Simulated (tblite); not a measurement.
C5H9ClGeN2.
Geometry (GFN2-xTB, Å), atoms numbered from 1 in this order:
```xyz
18
C5H9ClGeN2 angstrom
N      3.933   -0.309    0.450
C      2.974    0.139    0.019
C      1.736    0.676   -0.484
C      0.577    0.223    0.399
C      0.297   -1.295    0.344
C     -1.091   -1.431   -0.317
Ge    -1.313    0.576   -0.351
N     -2.714    1.299    0.584
Cl    -1.399    1.564   -2.231
H      1.803    1.768   -0.495
H      1.591    0.331   -1.512
H      0.756    0.566    1.420
H      1.066   -1.815   -0.227
H      0.290   -1.716    1.348
H     -1.047   -1.900   -1.297
H     -1.803   -1.989    0.284
H     -2.859    2.295    0.505
H     -2.807    1.024    1.551
```

Method: GFN2-xTB as coded in tblite; computed harmonic values from a numerical Hessian at the method's own geometry, unscaled. Against measured fundamentals such values can be off by several per cent, at times by over 20. One conformer, not necessarily the lowest. The optimisation stopped once no atom felt more than 0.01 eV/Å.

Lowest wavenumbers of the output (negative numbers stand for imaginary wavenumbers):
```
mode    cm-1
  1     -56.1
  2      48.9
  3      60.0
  4     105.8
  5     126.9
  6     134.9
  7     160.0
  8     192.9
```

Question: Is this structure a minimum?

Answer: Not by this Hessian. 1 mode is imaginary beyond 20i (56i cm⁻¹), so at this level the point lies at or near a first-order saddle. The curvature is small, so loose convergence or finite differences may be the whole cause.

Question: Which atoms move in the imaginary mode?

Answer: 56i: C5 (four-membered-ring carbon) 26 %, H13 (methylene hydrogen) 12 %, H14 (methylene hydrogen) 11 %. These are shares of the mass-weighted motion.

Question: What is the remedy?

Answer: Step along that mode in both directions, optimise again with tighter thresholds and repeat the frequencies. The zero-point energy of this point (82.9 kcal/mol) counts the 47 real modes alone, and thermal corrections from it aren't those of a minimum.
